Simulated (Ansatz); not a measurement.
CH5FSeSi (`C[Se][SiH2]F`), relaxed with RKS PBE0-D4/def2-TZVP in Ansatz from a PBE-D4/def2-SVP geometry. The force threshold is 0.005 eV/Å; the program also tests the step.

Charge 0, multiplicity 1.

Start:

```xyz
9

C     1.414    0.715   -0.106
Se    0.614   -0.799   -1.101
Si   -1.337   -0.698    0.078
F    -2.313   -1.891   -0.479
H     0.827    1.641   -0.257
H     1.499    0.480    0.971
H     2.426    0.856   -0.527
H    -1.096   -0.924    1.546
H    -2.033    0.620   -0.125
```

```csv
step,energy (eV),largest force (eV/Å),largest move (Å)
1,-77051.9379,1.161,0.000
2,-77051.9849,0.704,0.036
3,-77051.9956,0.098,0.015
4,-77051.9957,0.077,0.025
5,-77051.9963,0.014,0.013
6,-77051.9963,0.003,0.002
```

End:

```xyz
9

C     1.403    0.712   -0.104
Se    0.605   -0.788   -1.086
Si   -1.328   -0.695    0.076
F    -2.279   -1.857   -0.467
H     0.823    1.620   -0.255
H     1.483    0.475    0.955
H     2.400    0.846   -0.521
H    -1.092   -0.917    1.525
H    -2.016    0.604   -0.123
```

It took 20 s on 4 threads of an Arm Neoverse V1 on a shared host, with 0.46 GiB of host memory at the peak.
